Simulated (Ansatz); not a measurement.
Harmonic frequencies (cm⁻¹) at PBE0-D4/def2-TZVP from Ansatz: 50, 83, 237, 274, 308, 405, 549, 619, 723, 1074, 1174, 1222, 1345, 1477, 2017, 2995, 3035, 3844.

Each molecule was computed in one conformer, which needn't be the lowest.

Question: Which molecule is it?
A. `C[O][GaH][Br]`
B. `FC1NBO1`
C. `C=[C]1[Zn][BH][Se]1`
D. `O[CH2][GaH][Br]`

Answer: D.
